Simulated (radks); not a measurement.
Spherical quantum dot in the effective-mass picture: electrons in a well V = -V0 / (1 + exp((r - R)/a)) with V0 = 8.83, R = 3.84, a = 0.33, all in effective atomic units (hartree* = m*/eps^2 hartree, bohr* = eps/m* bohr), one dielectric constant everywhere. Calculated with a radial shooting solver with Libxc functionals: non-relativistic Kohn-Sham, PBEsol, spin-polarised, spherical densities. Levels are named by radial order and angular momentum (1s, 1p, 1d, 2s, ...), and open shells are averaged over m. Results are scaled to m* = 0.043 and eps = 7.3, for which hartree* = 21.96 meV and bohr* = 8.984 nm. Each electron was tried in the lowest free levels, single moves between levels near the top were tried too, and the lowest total energy was kept; such a search can miss a lower state. The series stops at N = 20: beyond it a trial failed or the search could not be trusted, so later rows were left out. At N = 1 the Hartree and exchange-correlation terms need not cancel, so that row can carry a self-interaction error.

| N | open shells | 2S | mu = E(N) - E(N-1) (meV) | addition energy mu(N+1) - mu(N) (meV) | e(HOMO) (meV) |
|---|---|---|---|---|---|
| 1 | 1s(up 1, down 0) | 1 | -184.17 | 10.07 | -180.23 |
| 2 | none | 0 | -174.10 | 15.74 | -170.22 |
| 3 | 1p(up 1, down 0) | 1 | -158.36 | 7.579 | -154.62 |
| 4 | 1p(up 2, down 0) | 2 | -150.78 | 7.728 | -146.92 |
| 5 | 1p(up 3, down 0) | 3 | -143.05 | 9.800 | -139.18 |
| 6 | 1p(up 3, down 1) | 2 | -133.25 | 7.236 | -129.67 |
| 7 | 1p(up 3, down 2) | 1 | -126.01 | 7.384 | -122.33 |
| 8 | none | 0 | -118.63 | 16.12 | -114.92 |
| 9 | 1d(up 1, down 0) | 1 | -102.51 | 7.047 | -98.991 |
| 10 | 1d(up 2, down 0) | 2 | -95.462 | 7.063 | -91.932 |
| 11 | 1d(up 3, down 0) | 3 | -88.399 | 7.060 | -84.867 |
| 12 | 1d(up 4, down 0) | 4 | -81.339 | 7.048 | -77.812 |
| 13 | 1d(up 5, down 0) | 5 | -74.291 | 8.883 | -70.773 |
| 14 | 1d(up 5, down 1) | 4 | -65.408 | 6.807 | -62.010 |
| 15 | 1d(up 5, down 2) | 3 | -58.601 | 6.829 | -55.189 |
| 16 | 1d(up 5, down 3) | 2 | -51.772 | 6.833 | -48.356 |
| 17 | 1d(up 5, down 4) | 1 | -44.939 | 6.828 | -41.524 |
| 18 | none | 0 | -38.111 | 16.60 | -34.701 |
| 19 | 1f(up 1, down 0) | 1 | -21.509 | 6.608 | -18.204 |
| 20 | 1f(up 2, down 0) | 2 | -14.901 | - | -11.598 |

All shells are closed at N = 2, 8, 18 (there: 1s2 1p6 1d10); the second difference of the energy has clear peaks (12 % above both neighbours; the first and last values, which can be the largest, are not judged, and half-filled shells can peak too) at N = 2, 5, 8, 13, 18.
